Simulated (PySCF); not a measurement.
**Correlation energy of Tl(51+) (thallium, charge +51)**

Starting occupation: [Ar] 3d10 4s2. All numbers are calculated (PySCF 2.14, X2C-1e with screened-nucleus spin-orbit coupling, Gaussian nucleus, in an even-tempered Gaussian basis (18 s from 3.3 bohr⁻², ratio 2.6; 15 p from 4.3 bohr⁻², ratio 2.6; 10 d from 4.3 bohr⁻², ratio 2.6; 6 f from 4.4 bohr⁻², ratio 2.8)). Frozen: [Ar]; 12 electrons correlated; the 92 highest virtual spinors left out.

MP2 pair energies summed by pair of shells (mhartree):

```
       pair   energy  share (%)
3d3/2-3d5/2  -190.13       35.0
3d5/2-3d5/2  -134.31       24.7
4s1/2-4s1/2   -65.45       12.1
3d3/2-3d3/2   -58.00       10.7
3d5/2-4s1/2   -57.72       10.6
3d3/2-4s1/2   -37.08        6.8
```

Total MP2 correlation energy: -542.69 mhartree.

The virtual space was cut to 68 spinors, which keep -522.39 of the -542.69 mhartree of MP2 correlation.

```
  level  correlation energy (mhartree)
   CCSD                        -524.46
    (T)                          -0.59
CCSD(T)                        -525.05
```

Diagnostics: T1 = 0.00011, largest double amplitude 0.062.

Cost of the coupled-cluster step: 140 s of wall time on 1 thread of Neoverse-V1 (shared host), for 12 occupied and 68 virtual spinors.

Iterations:

```
Init t2, MP2 energy = -0.522385500219483
CCSD nocc = 12, nmo = 80
Init t2, MP2 energy = -0.522385500219483
Init E_corr(GCCSD) = -0.522385500219483
cycle = 1  E_corr(GCCSD) = -0.521885865042997  dE = 0.000499635176  norm(t1,t2) = 0.011134
cycle = 2  E_corr(GCCSD) = -0.523747579679569  dE = -0.00186171464  norm(t1,t2) = 0.00347477
cycle = 3  E_corr(GCCSD) = -0.52445855973164  dE = -0.000710980052  norm(t1,t2) = 0.00111429
cycle = 4  E_corr(GCCSD) = -0.524455534147216  dE = 3.02558442e-06  norm(t1,t2) = 2.00534e-05
cycle = 5  E_corr(GCCSD) = -0.524455006472811  dE = 5.27674405e-07  norm(t1,t2) = 5.09247e-07
cycle = 6  E_corr(GCCSD) = -0.524455047548645  dE = -4.10758344e-08  norm(t1,t2) = 1.81253e-08
cycle = 7  E_corr(GCCSD) = -0.524455046844279  dE = 7.04365899e-10  norm(t1,t2) = 4.48922e-10
GCCSD converged
E(GCCSD) = -18311.15005716118  E_corr = -0.524455046844279
```

The coupled-cluster values are those of the cut space; adding the MP2 remainder, -20.30 mhartree, estimates the full space.

At this charge the one-electron X2C treatment keeps the bare 1/r₁₂, with no two-electron picture change or Breit term. The effect here is smaller than on the frozen 1s shell.
